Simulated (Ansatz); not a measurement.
Reactions of `C[CH2][SnH]([F])[Cl]`.

Gas-phase electronic energies from Ansatz, PBE0-D4/def2-TZVP geometries. CCSD(T)/CBS adds triple-zeta CCSD(T) − MP2 to the extrapolated MP2 energy (def2 sets, frozen cores). This one scheme is used for every species. Elements past krypton have def2 core potentials. For Sn outer-core shells are correlated without core-valence functions, which leaves a few kJ/mol of doubt a bond. One conformer a species, not always the lowest.

Question: Order these by ΔE at CCSD(T)/CBS, lowest first. (Best estimate.)
A. `C[CH2][SnH]([F])[Cl]` → `[CH3][SnH]([F])[CH2]Cl`
B. `C[CH2][SnH]([F])[Cl]` + CH₃OH → `C[O][SnH]([F])[Cl]` + `CC`
C. `C[CH2][SnH]([F])[Cl]` + H₂ → `C[CH2][SnH2][F]` + HCl
D. `C[CH2][SnH]([F])[Cl]` + H₂O → `O[CH2][SnH]([F])[Cl]` + CH₄
E. `C[CH2][SnH]([F])[Cl]` + CH₃NH₂ → `C[NH][SnH]([F])[Cl]` + `CC`
F. `C[CH2][SnH]([F])[Cl]` + H–F → `C[CH2][SnH]([F])[F]` + HCl
G. `C[CH2][SnH]([F])[Cl]` → `[F][Sn][Cl]` + `CC`

Answer: G (-0.51 eV), B (-0.34 eV), E (-0.13 eV), F (+0.38 eV), D (+0.70 eV), C (+0.91 eV), A (+1.40 eV).

Largest T1 diagnostic: 0.016, for `[F][Sn][Cl]`.
